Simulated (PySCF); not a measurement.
Input for PySCF: R-HF/3-21G on CH3FGe (SMILES [CH3][Ge][F]), a point of a torsion scan.

```python
from pyscf import gto, scf, dft, mp
from pyscf.data.elements import chemcore

mol = gto.M(
    atom='''
    C    -0.59824475   -0.02267878   -0.00780875
    Ge    1.26809177   -0.84088939   -0.03972553
    F     0.66775746   -2.56250726   -0.03147762
    H    -0.84912359    0.28783716    1.00828467
    H    -1.34725520   -0.74026799   -0.33823454
    H    -0.65627287    0.86342217   -0.64101893
    ''',
    basis='3-21g',
    charge=0, spin=0, verbose=3, max_memory=1800)
mf = scf.RHF(mol)
mf.conv_tol = 1e-8
mf.max_cycle = 100
mf.kernel()
if not mf.converged:
    mf = mf.newton().run(mf.mo_coeff, mf.mo_occ)
```

It printed:

```
converged SCF energy = -2203.6707689647
```

The calculation finished and met its thresholds.

Cost: about 0.26 core-seconds (a rough figure).
